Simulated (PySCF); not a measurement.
**Assignment exercise: C6H14Si2**

Cartesian coordinates in Å; atom numbers follow the order of the lines, from 1:
```xyz
22

Si    2.734   -1.178    0.418
C     1.821    0.462    0.540
C     0.512    0.651    0.265
Si   -0.195    2.395    0.417
C    -0.387   -0.476   -0.147
C    -1.550   -0.255   -1.143
C    -2.394   -1.246   -0.321
C    -1.442   -1.002    0.863
H     2.128   -2.218    1.308
H     2.723   -1.715   -0.980
H     4.154   -0.971    0.832
H     2.413    1.326    0.870
H    -0.512    2.969   -0.928
H     0.819    3.263    1.085
H    -1.462    2.415    1.215
H     0.218   -1.330   -0.498
H    -1.955    0.768   -1.069
H    -1.359   -0.471   -2.204
H    -2.303   -2.272   -0.709
H    -3.461   -1.022   -0.179
H    -1.803   -0.190    1.512
H    -1.149   -1.852    1.497
```

Fast rotation and ring inversion assumed for equivalent nuclei, relativity neglected, a single conformation, no solvent. Coordinates at the PBE0-D3(BJ)/def2-SVP level; shielding tensors at PBE0/pcSseg-1 (GIAO); PySCF 2.14.0 with density-fitted response routines.

Referencing at the same level of theory: ¹³C (σref 184.41), ¹H (σref 31.27) against TMS.

Question: Assign these signals to the numbered atoms. ¹³C{¹H} NMR (computed): δ 174.3, 142.2, 46.1, 30.5, 20.6.

Answer: 
| δ (ppm) | atoms | environment | reason |
| --- | --- | --- | --- |
| 174.3 | C3 | fully substituted alkene carbon | – |
| 142.2 | C2 | alkene CH | an sp2 carbon of a C=C bond |
| 46.1 | C5 | allylic sp3 CH | aliphatic region, no heteroatom directly attached |
| 30.5 | C6/C8 | sp3 CH2 in a ring | saturated and bonded to C and H only |
| 20.6 | C7 | sp3 CH2 in a ring | – |

Question: Assign these signals to the numbered atoms. ¹H NMR (400 MHz, computed): δ 6.52 (q, 1H), 4.28 (s, 3H), 4.15 (d, 3H), 3.10 (m, 1H), 2.07 (m, 2H), 2.03 (m, 2H), 1.90 (m, 1H), 1.71 (m, 1H).

Answer: 
| δ (ppm) | atoms | environment | reason |
| --- | --- | --- | --- |
| 6.52 | H12 | hydrogen on an alkene CH | a vinylic proton, deshielded by the sp2 carbon and the C=C anisotropy |
| 4.28 | H13/H14/H15 | hydrogen on a silicon bonded to C | – |
| 4.15 | H9/H10/H11 | hydrogen on a silicon bonded to C | – |
| 3.10 | H16 | hydrogen on an allylic sp3 CH | allylic position |
| 2.07 | H17/H21 | hydrogen on an sp3 CH2 in a ring | – |
| 2.03 | H18/H22 | hydrogen on an sp3 CH2 in a ring | – |
| 1.90 | H19 | hydrogen on an sp3 CH2 in a ring | far from electronegative atoms and π systems |
| 1.71 | H20 | hydrogen on an sp3 CH2 in a ring | – |

H17/H21 and H18/H22 lie closer than the usual error of such a calculation, so a measured spectrum could show them in the other order.

Shifts are as computed. Against solution values, carbons near 30 ppm lie about +2 ppm off and those near 130 ppm about +5 ppm. Of 1211 compounds with measured shifts, 218 miss one by over three times the rms of a fit or turn the order of signals round; such compounds aren't used in these exercises. No couplings were computed; multiplicities are counted from neighbouring protons, with m where these are inequivalent, close in shift, in a saturated or five-membered ring or joined by F or P, and br s for small geminal =CH2 splittings.
